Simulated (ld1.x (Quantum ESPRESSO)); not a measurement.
## u(r) = r·R(r): atom against pseudo-atom (Li)

Columns: radius, all-electron u(r) and pseudo u(r) of the 2p shell (level -1.43 eV) of lithium in the configuration 1s2 2s0 2p1; BLYP, scalar-relativistic, TM scheme, ld1.x (Quantum ESPRESSO) 7.5.

| r (bohr) | all-electron | pseudo |
| --- | --- | --- |
| 0.210 | 0.0179 | 0.0074 |
| 0.420 | 0.0556 | 0.0289 |
| 0.630 | 0.1002 | 0.0628 |
| 0.840 | 0.1462 | 0.1061 |
| 1.050 | 0.1906 | 0.1553 |
| 1.260 | 0.2322 | 0.2064 |
| 1.470 | 0.2700 | 0.2558 |
| 1.680 | 0.3033 | 0.3003 |
| 1.890 | 0.3319 | 0.3380 |
| 2.100 | 0.3562 | 0.3680 |
| 2.310 | 0.3768 | 0.3907 |
| 2.520 | 0.3942 | 0.4069 |
| 2.730 | 0.4083 | 0.4181 |
| 2.940 | 0.4191 | 0.4255 |
| 3.150 | 0.4269 | 0.4303 |
| 3.360 | 0.4317 | 0.4331 |
| 3.570 | 0.4339 | 0.4343 |
| 3.780 | 0.4336 | 0.4337 |
| 3.990 | 0.4312 | 0.4312 |
| 4.200 | 0.4270 | 0.4270 |
| 4.410 | 0.4210 | 0.4210 |
| 4.620 | 0.4137 | 0.4137 |
| 4.830 | 0.4051 | 0.4051 |
| 5.040 | 0.3955 | 0.3955 |
| 5.250 | 0.3851 | 0.3851 |
| 5.460 | 0.3740 | 0.3740 |

(1) How many radial nodes do the two functions have?

(2) At about which radius was the pseudo-wave matched?

(3) Is the pseudo-wave norm-conserving?

## Answers

(1) The all-electron 2p function has n − l − 1 = 0; the pseudo-wave has 0.

(2) 4.20 bohr. The columns agree to 0.0005 from 3.57 bohr on; several derivatives are matched, so the curves merge somewhat inside the radius.

(3) Yes: the TM scheme keeps the norm inside the radius equal to the all-electron one, which fixes the energy derivative of the logarithmic derivative at the level.
